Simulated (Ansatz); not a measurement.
The same path of AlFH3NO + H2 (9 atoms, charge 0, multiplicity 1) was run twice with different band settings. Lost on the way: H8–H9. Made: Al1–H8, F2–H9.

Theory: Ansatz 0.2.0, RHF/def2-SVP.

Relaxed end points:

```xyz
9
Properties=species:S:1:pos:R:3
Al 0.139 -0.376 -0.136
F 0.172 -0.822 1.456
N 1.652 -0.172 -0.992
H 2.562 -0.284 -0.590
H 1.728 0.086 -1.956
O -1.339 -0.179 -0.905
H -2.219 -0.262 -0.585
H -0.156 2.370 1.165
H -0.078 1.876 1.721
```

```xyz
9
Properties=species:S:1:pos:R:3
Al 0.233 0.810 -0.146
F 0.183 0.132 1.845
N 1.572 0.044 -1.016
H 1.640 -0.926 -1.257
H 2.417 0.515 -1.278
O -1.252 -0.102 0.007
H -1.918 -0.350 -0.608
H 0.214 2.371 0.036
H -0.629 -0.256 1.597
```

Common settings: spring 5.0 eV/Å²; optimiser quadratic models (default); start path through a guess of the saddle point; force threshold 0.05 eV/Å; iteration limit 60; end points relaxed.

| run | movable images | climbing image |
| --- | --- | --- |
| 1 | 9 | yes |
| 2 | 6 | no |

(1) What does each run give, and how far can it be trusted?

Results:

(1) Run 1: converged after 25 iterations, highest image 1.860 eV above the first end. The profile has 2 maxima (images 3, 6) with wells between them (image 4): this band takes more than one step, which may be the mechanism or a detour left from its start path. Neighbouring images differ by up to 1.6 eV, so the band resolves the path poorly. A vibrational analysis at the climbing image gives one clearly imaginary mode, 1303i cm⁻¹: a first-order saddle point.
Run 2: converged after 29 iterations, highest image 1.453 eV above the first end. The profile has 2 maxima (images 2, 5) with wells between them (image 3): this band takes more than one step, which may be the mechanism or a detour left from its start path. No image climbed, so the highest image needn't sit at the top of the path.
The orbitals stay closed-shell, which can raise the energy where a bond breaks towards radicals; this wasn't checked here.
